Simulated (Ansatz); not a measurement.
Consider the redistribution: `[SH][SnH]([Cl])[Cl]` + `C[O][GeH]([CH3])[SiH3]` → `C[O][SnH]([Cl])[Cl]` + `[CH3][GeH]([SiH3])[SH]`.

Calculated with Ansatz (gas phase, PBE0-D4/def2-TZVP geometries, no zero-point term in ΔE). CBS: MP2 limit from def2 TZ/QZ plus the TZ coupled-cluster correction, frozen cores. Functionals use def2-TZVPP. B3LYP here is the variant with VWN-RPA as its local correlation; programs differ in this. def2 core potentials past Kr. For Ge, Sn outer-core shells are correlated without core-valence functions, which leaves a few kJ/mol of doubt a bond. Scalar relativity is left out up to krypton. One conformer a species, not always the lowest.

`[SH][SnH]([Cl])[Cl]`:

Z-matrix (Å, degrees):
```
Sn
Cl 1 2.316
Cl 1 2.309 2 108.3
S 1 2.375 2 108.8 3 114.2
H 1 1.697 2 107.7 3 -117.9
H 4 1.345 1 92.1 2 48.3
```

`C[O][GeH]([CH3])[SiH3]`:

```xyz
15

C     1.868   -0.726   -1.272
O     1.038   -1.047   -0.186
Ge    0.089    0.263    0.584
C    -0.691   -0.581    2.151
Si   -1.533    1.089   -0.973
H     2.615    0.038   -1.013
H     2.401   -1.631   -1.573
H     1.301   -0.363   -2.140
H     1.088    1.383    0.974
H    -1.272    0.142    2.727
H    -1.345   -1.398    1.846
H     0.105   -0.980    2.781
H    -0.881    1.595   -2.211
H    -2.295    2.208   -0.354
H    -2.487    0.009   -1.341
```

`C[O][SnH]([Cl])[Cl]`:

```xyz
9

C     1.086   -0.828    0.597
O     0.392    0.379    0.846
Sn   -1.005    0.984   -0.349
Cl   -0.090    1.165   -2.465
Cl   -2.593   -0.690   -0.479
H     1.620   -0.805   -0.359
H     1.819   -0.954    1.397
H     0.415   -1.695    0.604
H    -1.644    2.444    0.208
```

`[CH3][GeH]([SiH3])[SH]`:

Z-matrix (Å, degrees):
```
C
Ge 1 1.952
H 1 1.090 2 110.1
H 1 1.091 2 110.0 3 -120.0
H 1 1.091 2 109.9 3 120.1
Si 2 2.383 1 113.5 3 56.2
S 2 2.241 1 104.6 3 -61.1
H 2 1.545 1 110.2 3 -177.9
H 6 1.487 2 109.3 1 -51.4
H 6 1.489 2 111.3 1 69.1
H 6 1.487 2 109.4 1 -170.7
H 7 1.343 2 95.0 1 178.4
```

```tsv
level	ΔE (eV)
PBE-D4	0.09
r2SCAN-D4	0.10
B2PLYP	0.11
PBE	0.10
B3LYP	0.13
MP2/def2-QZVPP	0.08
SCS-MP2/def2-QZVPP	0.09
HF/CBS(def2)	0.16
```

What does CCSD(T)/CBS give? (Estimate.)

Ansatz gave: +0.08 eV. The listed levels differ from it by 0.01, 0.02, 0.03, 0.02, 0.05, 0.00, 0.01, 0.08 eV.

Largest T1 diagnostic among the species: 0.013.

In def2-TZVPP, CCSD(T) changes the Hartree–Fock value by −0.06 eV (the triples alone add −0.01 eV) and MP2 by −0.07 eV.
